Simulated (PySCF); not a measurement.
C₂H₅F₃SSi.
Bonds: F1–Si2, Si2–S3, S3–C4, C4–C5, C5–F6, C5–F7. Hydrogens: H8, H9 on Si2; H10, H11 on C4; H12 on C5.

Method: PySCF, PBE0-D3(BJ)/def2-SVP geometry optimisation, gas phase; density fitting, grid level 1; the optimiser is geomeTRIC in internal coordinates, started from a GFN2-xTB structure with every atom displaced at random (about 0.01 Å).

At the end of the run (lengths in Å): S3–C4 1.818, Si2–H8 1.486, Si2–H9 1.483, C4–H11 1.101, Si2–S3 2.148, C4–C5 1.508, C5–F6 1.360, F6–C5–F7 107.4°, F1–Si2–S3 105.7°, C4–C5–F6 109.6°, Si2–S3–C4 99.2°, F1–Si2–S3–C4 -145°, Si2–S3–C4–C5 -73°, S3–C4–C5–F6 63°, H8–Si2–S3–C4 -29°, H12–C5–C4–S3 -57°.

Question: These geometries were met on the way; a selection of coordinates is given. Order them by energy above the end point, lowest first.
A. S3–C4 1.817, Si2–H8 1.488, Si2–H9 1.485, C4–H11 1.101, Si2–S3 2.148, C4–C5 1.508, C5–F6 1.361, F6–C5–F7 107.3°, F1–Si2–S3 104.6°, C4–C5–F6 109.5°, Si2–S3–C4 99.7°, F1–Si2–S3–C4 -151°, Si2–S3–C4–C5 -72°, S3–C4–C5–F6 67°, H8–Si2–S3–C4 -34°, H12–C5–C4–S3 -53°
B. S3–C4 1.779, Si2–H8 1.454, Si2–H9 1.461, C4–H11 1.081, Si2–S3 2.165, C4–C5 1.523, C5–F6 1.369, F6–C5–F7 104.8°, F1–Si2–S3 104.8°, C4–C5–F6 109.7°, Si2–S3–C4 100.0°, F1–Si2–S3–C4 -159°, Si2–S3–C4–C5 -75°, S3–C4–C5–F6 75°, H8–Si2–S3–C4 -46°, H12–C5–C4–S3 -46°
C. S3–C4 1.823, Si2–H8 1.485, Si2–H9 1.481, C4–H11 1.104, Si2–S3 2.148, C4–C5 1.507, C5–F6 1.361, F6–C5–F7 108.2°, F1–Si2–S3 104.5°, C4–C5–F6 108.5°, Si2–S3–C4 100.0°, F1–Si2–S3–C4 -156°, Si2–S3–C4–C5 -68°, S3–C4–C5–F6 69°, H8–Si2–S3–C4 -38°, H12–C5–C4–S3 -51°

Answer: A (0.009 eV), C (0.025 eV), B (0.129 eV).

```tsv
step	E above end (eV)	rms distance from the end, all atoms (Å)	largest force (eV/Å)	rms shift of all bonds from the end (Å)
3	0.009	0.071	0.072	0.001
1	0.025	0.135	0.220	0.002
0	0.129	0.195	1.603	0.020
```

Rows stand in the order of the answer.
